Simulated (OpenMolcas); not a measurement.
An OpenMolcas run meant for Tl⁺ (ANO-R1, X2C; inactive shells 1s 2s 2p 3s 3p 3d 4s 4p 4d 4f 5s 5p 5d; intended active space 2 electrons in 4 orbitals (6s 6p)). One step of its input:

```
&CASPT2
Multistate=1 1
Frozen=15 19
IPEA=1.5
Imaginary=0.1
MaxIter=60
WThr=0.0 0.3 0.05
PrWF=0.5
NoMix
```

The run finished. Its levels beside those of a sound run (SS-CASPT2, IPEA 0.25 Eh, imaginary shift 0.1 Eh (closed shells correlated: 5d)), in cm-1 above each run's lowest level:

```csv
Level,This run,Usual run
6s2 1S0,0.0,0.0
6s 6p 3P* 0,51665,51589
6s 6p 3P* 1,54605,54495
6s 6p 3P* 2,62276,62200
6s 6p 1P* 1,77910,76620
```

**Question.** Which setting is unsound, and how much does it matter here?

**Answer.** The IPEA shift is far above its usual 0.25 hartree. Against the sound run the excited levels shown move by 390 cm-1 on average and by 1300 cm-1 at most.

Some high roots are left out of the spin-orbit mixing, which shifts the levels that they would mix with. Spin-orbit splittings of 6p shells tend to come out small when the coupling is added on scalar orbitals. Levels of configurations outside the active space are missing.

* marks odd parity.
